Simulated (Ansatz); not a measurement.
`CC1B[SiH2]S1`, charge 0, multiplicity 1.

Give a relaxed structure at PBE0-D4/def2-TZVP (Ansatz 0.2.0). (An estimate is asked.)

Computed: 
Z-matrix (Å, degrees):
```
C
C 1 1.525
H 1 1.092 2 111.3
H 1 1.092 2 110.8 3 -119.6
H 1 1.094 2 110.3 3 120.4
B 2 1.576 1 114.0 3 -53.6
S 2 1.860 1 112.8 3 61.7
H 2 1.098 1 109.0 3 -177.7
Si 6 2.013 2 95.5 1 119.1
H 6 1.195 2 124.8 1 -61.0
H 9 1.490 6 119.3 2 115.0
H 9 1.491 6 119.5 2 -110.3
```
This is one stationary point; other conformers may exist.
